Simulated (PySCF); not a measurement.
## Working out the ionisation energy of Ge¹⁴⁺

Ge¹⁴⁺ [Ar] (1S) → Ge¹⁵⁺ [Ne] 3s2 3p5 (2P). Calculation: PySCF 2.14, in an uncontracted even-tempered set (17 s from 1.1 bohr⁻², ratio 2.5; 11 p from 1.4 bohr⁻², ratio 2.5; 5 d from 8.6 bohr⁻², ratio 2.7; 4 f from 13 bohr⁻², ratio 2.7); no relativity, point nucleus. Frozen: 1s2; the 17 highest virtual orbitals dropped. Energies in hartree (1 hartree = 27.21139 eV):

```json
{"part": "UHF", "Ge¹⁴⁺ (lower)": "-1984.515411", "Ge¹⁵⁺ (upper)": "-1965.161741"}
{"part": "MP2 opposite-spin", "Ge¹⁴⁺ (lower)": "-0.423938", "Ge¹⁵⁺ (upper)": "-0.404165"}
{"part": "MP2 same-spin", "Ge¹⁴⁺ (lower)": "-0.165015", "Ge¹⁵⁺ (upper)": "-0.151566"}
```

What does Hartree-Fock give?

(-1965.161741) − (-1984.515411) = 19.353670 hartree = 526.640 eV.

What do MP2 and SCS-MP2 (6/5 opposite-spin, 1/3 same-spin) give?

The opposite-spin parts differ by 0.538 eV and the same-spin parts by 0.366 eV. MP2: 526.640 + (0.538) + (0.366) = 527.544 eV. SCS-MP2: 526.640 + 1.2 × (0.538) + (0.366)/3 = 527.408 eV.

Reference: 527.9 ± 1.6 eV (semi-empirical (NIST evaluation); NIST Atomic Spectra Database, ionization energies), between the lowest levels; spin-orbit coupling is absent from the calculation.

The calculation is non-relativistic.

What remains against the reference includes basis incompleteness, the frozen core and correlation beyond second order.
